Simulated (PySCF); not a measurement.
## Ionisation energy of Tm⁴⁷⁺ by level of theory

Tm⁴⁷⁺ [Ar] 3d4 [3d3/2^4, M_J = 0] → Tm⁴⁸⁺ [Ar] 3d3 [3d3/2^3, M_J = 3/2], as a difference of total energies. All numbers are calculated (PySCF 2.14, the two-component X2C-1e Hamiltonian, in an even-tempered Gaussian basis (15 s from 12 bohr⁻², ratio 2.8; 12 p from 15 bohr⁻², ratio 2.8; 8 d from 15 bohr⁻², ratio 2.8; 3 f from 50 bohr⁻², ratio 3)). Correlated levels: [Ne] frozen; the 72 highest virtual spinors dropped. "Screened" scales the spin-orbit matrix elements by Boettger's factors to mimic the two-electron term; Breit and QED terms are absent.

```json
{"method": "GHF (spin-free)", "ionisation energy (eV)": "4054.4"}
{"method": "GMP2 (spin-free)", "ionisation energy (eV)": "4054.4"}
{"method": "GHF (screened spin-orbit)", "ionisation energy (eV)": "4077.2"}
{"method": "GMP2 (screened spin-orbit)", "ionisation energy (eV)": "4078.0"}
```

Breit and QED terms and the two-electron picture change are absent.

The spin-free rows relax to the high-spin LS determinant and lack the spin-orbit shift.

The labels give the starting determinants; with spin-orbit coupling the two ends relaxed to ⟨J²⟩ = 0.00, ⟨L²⟩ = 2.44, ⟨S²⟩ = 2.44 and ⟨J²⟩ = 3.78, ⟨L²⟩ = 7.79, ⟨S²⟩ = 2.10.

For comparison: 4075 ± 4 eV (theoretical estimate listed by NIST; NIST Atomic Spectra Database, ionization energies).
